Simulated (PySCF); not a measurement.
**Tc²⁺: ionisation energy**

Tc²⁺ [Kr] 4d5 (6S) → Tc³⁺ [Kr] 4d4 (5D), as a difference of total energies. All numbers are calculated (PySCF 2.14, scalar relativity through the core potential, in aug-cc-pVDZ-PP with ECP28MDF (5s5p4d2f, 54 functions)). Correlated levels: valence: 4s2 4p6 frozen. The calculations carry no spin-orbit coupling.

```tsv
method	ionisation energy (eV)
UHF	28.862
LDA	30.096
PBE	29.904
PBE0	29.874
r2SCAN	29.906
HSE06	29.868
B2PLYP	29.540
BLYP	29.603
M06-2X	29.750
MP2 (valence)	29.389
SCS-MP2 (valence)	29.038
```

Question: How much does correlation contribute at MP2 (valence)?

Answer: 29.389 − (28.862) = 0.527 eV, measured against UHF.

The reference lies between the lowest fine-structure levels, while these numbers refer to the centres of the terms.

Errors of the correlated levels include the incompleteness of this basis and the frozen core.

For comparison: 29.55 eV (semi-empirical (NIST evaluation); NIST Atomic Spectra Database, ionization energies).
